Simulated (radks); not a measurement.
Results of a calculation; reference values are marked as such.
The samarium ion Sm2+ inside a hard spherical wall (all orbitals vanish at R), configuration held at [Xe] 4f6 and not refilled when levels cross. Code: a radial shooting solver on a logarithmic mesh with Libxc functionals. Model: scalar-relativistic Kohn-Sham, r2SCAN, spin-polarised, spherical densities, finite nucleus; open shells are filled with parallel spins first (spin-orbit coupling, left out, can overturn this in heavy ions); meta-GGA in the generalised Kohn-Sham scheme; Fermi nuclear charge, rms radius 5.0819 fm. Eigenvalues in eV for spin up, with the zero of energy where the potential of the charges vanishes at infinity; a dash marks a level that is unbound or too diffuse for the functional's potential to be trusted. A positive occupied level is held by the wall or, in an anion where self-interaction has pushed it up, behind a barrier. The pressure on the wall is -dE/dV.

R (bohr)  E (hartree)  kinetic (hartree)    e(4d)    e(5s)    e(5p)    e(4f)  e(5d, empty)  e(6s, empty)  pressure (GPa)
free      -10427.3234          11145.449  -146.17  -58.952  -38.032  -17.011       -13.470       -13.005               0
15        -10427.3234          11145.449  -146.17  -58.952  -38.032  -17.011       -13.470       -13.005        < 0.0001
12        -10427.3234          11145.449  -146.17  -58.952  -38.032  -17.011       -13.470       -13.005        < 0.0001
10        -10427.3234          11145.449  -146.17  -58.952  -38.032  -17.011       -13.470       -13.002        < 0.0001
7         -10427.3233          11145.450  -146.17  -58.948  -38.028  -17.006       -13.435       -12.772         0.00552
5         -10427.3186          11145.500  -145.96  -58.805  -37.893  -16.816       -12.830       -10.189            1.06
4         -10427.2681          11145.943  -144.87  -58.011  -37.072  -15.781       -10.723        -3.163            20.2
2.5       -10424.8416          11159.209  -127.81  -43.808  -19.988    0.649        16.564        69.433            2420
2         -10417.9458          11188.230  -104.41  -16.394   13.382   24.668        61.808        177.58           15100
1.5       -10386.5999          11301.595  -46.268   87.323   133.41   89.179        204.77        491.19          135000
